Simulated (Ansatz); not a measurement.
```json
{"atom": "Cu", "x (Å)": "-0.0209", "y (Å)": "0.0131", "z (Å)": "0.0275"}
{"atom": "H", "x (Å)": "-0.0653", "y (Å)": "-0.0169", "z (Å)": "1.3431"}
```

Basis set: cc-pVDZ (spherical functions). Left uncorrelated: 5 orbitals. Charge 0, multiplicity 1.

Computed with Ansatz (development build ahead of 0.2.0); each method stands on the lowest determinant of its kind that the runs found. Restricted open shells among the atoms or ions are ROHF, correlated in semicanonical orbitals with singles.

The atomization energy at this shape (free ground-state atoms in the same class of orbitals less the molecule, no zero-point energy) of singlet CuH:

```csv
method,atomization energy
RHF-MP2,2.39 eV
```

Task: What does RHF give?

Result: 0.94 eV. Caution: the shape is not the minimum.
